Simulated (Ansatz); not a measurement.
Total energies of AgSe2 from Ansatz at PBE0-D4/def2-TZVP, gas phase (1 Eh = 27.2114 eV = 2625.5 kJ/mol). The reference geometry is relaxed at B3LYP-D4/def2-TZVP.

Cartesian coordinates in Å:
```
Ag -1.8886 0.2860 0.6050
Se 1.8458 0.4825 -0.0372
Se 0.0428 -0.7686 -0.5678
```

| state | geometry | energy (Eh) |
| --- | --- | --- |
| charge 0 doublet | reference | -4949.56213 |
| charge 1 triplet | reference | -4949.28533 |
| charge 0 quartet | relaxed at B3LYP-D4/def2-TZVP | -4949.52088 |
| free Ag atom (doublet) | – | -146.96650 |
| free Se atom (triplet) | – | -2401.20505 |

In the def2 sets Ag takes a core potential; there is no spin–orbit coupling.

Question: Work out the vertical ionisation energy to the triplet.

Answer: E(charge 1 triplet) − E(charge 0 doublet) = -4949.28533 − (-4949.56213) = 0.27680 Eh = 7.53 eV. For comparison, −ε of the highest occupied level of the spin that leaves is 5.69 eV at this level, 1.84 eV less.

Question: Which of the charge 0 states is lowest, and how far above it are the others?

Answer: The doublet. quartet: -4949.52088 − (-4949.56213) = 0.04125 Eh = 108.3 kJ/mol. The quartet differs in its bonds from the reference.

Question: What is the binding energy per atom against free atoms?

Answer: Atoms: 1 × (-146.96650) + 2 × (-2401.20505) = -4949.37660 Eh. Binding: -4949.37660 − (-4949.56213) = 0.18553 Eh = 5.05 eV, or 1.68 eV for each of 3 atoms (no zero-point energy, no counterpoise term).

The structure comes from a short search, and lower isomers may exist.
